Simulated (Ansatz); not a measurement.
Al(PH3)F3 (AlPH3F3). Charge 0, multiplicity 1. Geometry r2SCAN-D4/def2-SVP, basis def2-TZVP, Ansatz.

```xyz
8

Al   -1.023    0.947   -0.139
P     0.802   -0.740    0.109
H     1.900   -0.672   -0.783
H     0.464   -2.108   -0.034
H     1.498   -0.794    1.341
F    -1.456    0.630   -1.714
F    -0.147    2.331    0.157
F    -2.038    0.405    1.064
```

```tsv
run	HOMO (eV)	LUMO (eV)
A	-8.85	-1.59
B	-8.75	-1.42
C	-8.38	-1.69
D	-10.13	-0.60
E	-13.22	2.61
F	-9.89	-0.77
```

The runs used B97M-V, HF, PBE, PBE0, r2SCAN, r2SCAN0. Estimate which is which.

A B97M-V (0 % exact exchange); B r2SCAN (0 % exact exchange); C PBE (0 % exact exchange); D r2SCAN0 (25 % exact exchange); E HF (100 % exact exchange); F PBE0 (25 % exact exchange). Exact exchange lowers occupied and raises empty levels; among semilocal functionals meta-GGAs tend to open the gap a little, and such runs are hard to tell apart. The gap grows from 6.69 eV (PBE) to 15.83 eV (HF).
